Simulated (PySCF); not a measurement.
# Two-component Hartree-Fock for Rb²⁰⁺ (rubidium, charge +20)

Start: [Ne] 3s2 3p5; 3p1/2 filled at m_j = -1/2, +1/2; 3p3/2 filled at m_j = -1/2, +1/2, +3/2. Calculated with PySCF 2.14 in an uncontracted even-tempered set (19 s from 2.3 bohr⁻², ratio 2.4; 14 p from 2.9 bohr⁻², ratio 2.4; 5 d from 14 bohr⁻², ratio 2.6; 4 f from 20 bohr⁻², ratio 2.6): generalised Hartree-Fock with the X2C-1e Hamiltonian and a Gaussian nucleus; one run each with spin-orbit coupling (SO) switched off, then screened by Boettger's factors.

```
spinor shell  electrons  ε, spin-free (eV)  ε, screened SO (eV)  weight of nominal j (screened SO)  rms radius, screened SO (bohr)
       1s1/2          2           -16097.0             -16096.2                              1.000                          0.0464
       2s1/2          2            -2904.3              -2903.9                              1.000                           0.190
       2p1/2          2            -2662.1              -2705.3                              1.000                           0.166
       3s1/2          2            -994.07              -993.93                              1.000                           0.481
       3p1/2          2            -912.60              -921.28                              0.974                           0.472
       3p3/2          3            -912.60              -908.32                              0.982                           0.479
```

Question: Where does 2p3/2 lie, and what is the 2p spin-orbit splitting (screened SO)?

Answer: At -2641.2 eV, 64.088 eV above 2p1/2.

```tsv
quantity	spin-free	screened SO
E (hartree)	-2747.15532	-2747.52147
M_J	3/2	3/2
⟨J²⟩	3.751	3.751
⟨L²⟩	2.001	2.003
⟨S²⟩	0.750	0.753
```

Each row is a mean over spinors that exchange with the open shell spreads, by up to 12.004 eV (3s1/2).

Breit and QED terms are absent; they matter most for the inner s and p1/2 levels.

Densities and radii are taken from the X2C orbitals without a picture-change correction, which distorts them close to the nucleus.

Without spin-orbit coupling the j labels of p, d and f shells carry no meaning; the spin-free column gives the mean over the occupied spinors of each nl shell.
